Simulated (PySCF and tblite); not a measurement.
Results of a calculation; reference values are marked as such.
System: C5HFN2O2, numbered as in [N:1]#[C:2][C:3](=[O:4])/[C:5]([F:6])=[C:7](/[OH:8])[C:9]#[N:10].

Motion: rotation about the C7–O8 bond (torsion C5–C7–O8–H from 0° to 180°, rising). GFN2-xTB gives an electronic barrier of 9.4 kcal/mol and a reaction energy of 2.1 kcal/mol.

(1) What does revPBE/pcSseg-1 + D3(BJ) give on GFN2-xTB geometries?

Programs: tblite and PySCF.

Answers

(1) A barrier of 7.4 kcal/mol, 1.9 below the tight-binding barrier (from unrounded values), a reaction energy of 1.4 kcal/mol and, with GFN2-xTB thermal terms, ΔG‡(298 K) = 6.5 kcal/mol and k = 2.3×10⁸ s⁻¹ (2 equivalent paths).
